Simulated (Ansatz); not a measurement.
Start from `S[SiH]1C[SiH2]N1` and change one atom or group to get `C1[SiH2]N[SiH2]1`.

Ansatz, PBE0-D4/def2-TZVP geometries, multiplicity 1. Each molecule was computed in one conformer, which needn't be the lowest.

```json
{"property": "HOMO–LUMO gap (ωB97M-V/def2-TZVPP) / eV", "`S[SiH]1C[SiH2]N1`": "11.00"}
{"property": "HOMO–LUMO gap (PBE0/def2-TZVPP) / eV", "`S[SiH]1C[SiH2]N1`": "7.22"}
{"property": "zero-point energy (PBE0-D4/def2-TZVP) / kJ/mol", "`S[SiH]1C[SiH2]N1`": "208.7"}
{"property": "LUMO energy (ωB97M-V/def2-TZVPP) / eV", "`S[SiH]1C[SiH2]N1`": "1.50"}
{"property": "LUMO energy (PBE0/def2-TZVPP) / eV", "`S[SiH]1C[SiH2]N1`": "-0.09"}
{"property": "LUMO energy (PBE/def2-TZVPP) / eV", "`S[SiH]1C[SiH2]N1`": "-0.91"}
```

Problem. Give the same properties after the change, and the shifts. (Estimate.)

Solution. Computed: 
```csv
property,`C1[SiH2]N[SiH2]1`,shift
HOMO–LUMO gap (ωB97M-V/def2-TZVPP) / eV,11.00,0.00
HOMO–LUMO gap (PBE0/def2-TZVPP) / eV,7.15,-0.07
zero-point energy (PBE0-D4/def2-TZVP) / kJ/mol,203.2,-5.5
LUMO energy (ωB97M-V/def2-TZVPP) / eV,1.36,-0.14
LUMO energy (PBE0/def2-TZVPP) / eV,-0.22,-0.13
LUMO energy (PBE/def2-TZVPP) / eV,-1.05,-0.14
```

With PBE0 the HOMO falls by 0.06 eV and the LUMO falls by 0.13 eV, so the gap narrows by about 0.07 eV. PBE moves the HOMO by 0.04 eV and ωB97M-V by -0.15 eV. The zero-point energy changes by -5.5 kJ/mol with -3 modes.

Positive LUMOs are unbound, so they and the gaps depend on the basis.
